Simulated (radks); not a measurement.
Q: The mean radii <r> (bohr) of the occupied orbitals of an atom or ion are listed with their occupations. Calculated with a radial shooting solver on a logarithmic mesh with Libxc functionals: scalar-relativistic Kohn-Sham, LDA (Slater exchange, Perdew-Wang correlation), spin-polarised, spherical densities, finite nucleus; Fermi nuclear charge, rms radius of each element as measured or else 0.836 A^(1/3) + 0.57 fm.

| orbital | occ. | <r> |
|---|---|---|
| 1s | 2 | 0.04556 |
| 2s | 2 | 0.2031 |
| 2p | 6 | 0.1773 |
| 3s | 2 | 0.5992 |
| 3p | 6 | 0.6173 |
| 3d | 10 | 0.6725 |
| 4s | 2 | 1.737 |

Name the element and its charge. Open shells, if any, are filled with parallel spins first.

A: Z = 33, arsenic, charge +3: As3+ in [Ar] 3d10 4s2. The 1s radius gives Z: for a bare nucleus <r> = (2 gamma + 1)/(2Z) with gamma = sqrt(1 - (Z/c)^2), 0.04456 bohr for Z = 33, and screening makes it slightly larger (0.04556 here). The occupations add up to 30, and the charge is Z minus that.
